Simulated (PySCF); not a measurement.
## Multinuclear NMR of C7H15OP

Numbering as in the mapped SMILES `[CH3:1]/[CH:2]=[CH:3]/[P@@:4]([CH3:5])(=[O:6])[CH:7]([CH3:8])[CH3:9]`. Each H is labelled by its parent atom.

How the numbers were obtained: shieldings: GIAO PBE0/pcSseg-1, GFN2-xTB geometry, in PySCF (one conformer, averaged over atoms made equivalent by symmetry, fast rotation or ring inversion, in vacuum, relativity neglected).

(1) What are the 31P shifts?

(2) Where does 17O resonate?

## Answers

(1) 
```json
{"atoms": "P4", "environment": "phosphorus bonded to 3 C, O", "σ (ppm)": "309.5", "δ (ppm)": "13.7"}
```

Shieldings were converted by a linear fit to measured shifts: 31P: δ = 270.09 − 0.828σ (rms 18.1 ppm, 64 shifts vs H3PO4, solution or neat liquid). Occasional misses reach two or three times the rms, and more in compound classes unlike the fitted ones.

On a 600 MHz spectrometer 31P resonates near 242.9 MHz, so 1 ppm is 242.9 Hz.

(2) 
| atoms | environment | σ (ppm) | δ (ppm) |
| --- | --- | --- | --- |
| O6 | P=O oxygen | 274.1 | 17.0 |

Shieldings were converted by a linear fit to measured shifts: 17O: δ = 266.70 − 0.911σ (rms 10.7 ppm, 155 shifts, 12.2 ppm with the 3 outliers that the fit left out vs liquid water, solution or neat liquid). A few per cent of atoms miss by over 2 rms, more outside the fitted compound classes.

On a 600 MHz spectrometer 17O resonates near 81.3 MHz, so 1 ppm is 81.3 Hz.
